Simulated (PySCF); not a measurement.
C8H4N2OS2, SMILES n1coc(-c2sc3c(c2)scc3)n1.

Geometry optimised at PBE0-D3(BJ)/def2-SVP. This is a generated structure with no PubChem entry under its InChIKey; it may be hypothetical. The values are those of a single conformer.

Calculation: TDA-CAM-B3LYP/def2-SVP run with PySCF.

Vertical excitations. The molecule is in vacuum. State labels are in the subgroup Cs.

```
state  symmetry  energy (eV)  λ (nm)      f                          main pairs
-----  --------  -----------  ------  -----  ----------------------------------
S1           A'         4.57     271  0.881                      HOMO→LUMO 93 %
S2           A'         4.91     252  0.112                    HOMO−1→LUMO 90 %
S3           A"         5.42     229  0.001                    HOMO−2→LUMO 83 %
S4           A'         6.07     204  0.004  HOMO→LUMO+1 42 %, HOMO−3→LUMO 35 %
S5           A"         6.15     202  0.000                    HOMO→LUMO+3 83 %
S6           A"         6.32     196  0.000                  HOMO−1→LUMO+3 78 %
T1           A'         2.78     447      0                      HOMO→LUMO 90 %
T2           A'         3.71     334      0                    HOMO−1→LUMO 90 %
```
Triplets are in the Tamm–Dancoff approximation.
